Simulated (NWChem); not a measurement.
Species: C₄H₄OS; SMILES C=C=CSC=O

```xyz
10

C      1.0423     2.6445    -0.1694
C      0.0573     1.7938    -0.0490
C     -0.9348     0.9433     0.0676
S     -0.8845    -0.7174    -0.5510
C      0.6462    -1.2902     0.1765
O      1.0981    -2.3750    -0.0197
H      1.8378     2.7109     0.5803
H      1.0979     3.3212    -1.0294
H     -1.8644     1.2293     0.5726
H      1.1114    -0.5070     0.8255
```
Atoms are numbered in this order, from 1.

Program: NWChem. Geometry: optimised at PBE0/def2-SVP. Level: PBE/def2-SVP with SMD (1 M gas to 1 M solution), gas-phase geometry.

```json
[
 {"solvent": "water", "dielectric constant": "78.4", "solvation free energy (kcal/mol)": "-0.3", "cavity-dispersion-structure term (kcal/mol)": "5.5", "dipole in solution (D)": "4.46"},
 {"solvent": "toluene", "dielectric constant": "2.37", "solvation free energy (kcal/mol)": "-3.8", "cavity-dispersion-structure term (kcal/mol)": "-1.4", "dipole in solution (D)": "3.67"},
 {"solvent": "chlorobenzene", "dielectric constant": "5.70", "solvation free energy (kcal/mol)": "-4.7", "cavity-dispersion-structure term (kcal/mol)": "-1.1", "dipole in solution (D)": "3.92"},
 {"solvent": "ethyl acetate", "dielectric constant": "5.99", "solvation free energy (kcal/mol)": "-4.4", "cavity-dispersion-structure term (kcal/mol)": "-0.8", "dipole in solution (D)": "3.93"},
 {"solvent": "2-propanol", "dielectric constant": "19.3", "solvation free energy (kcal/mol)": "-3.0", "cavity-dispersion-structure term (kcal/mol)": "2.1", "dipole in solution (D)": "4.29"}
]
```
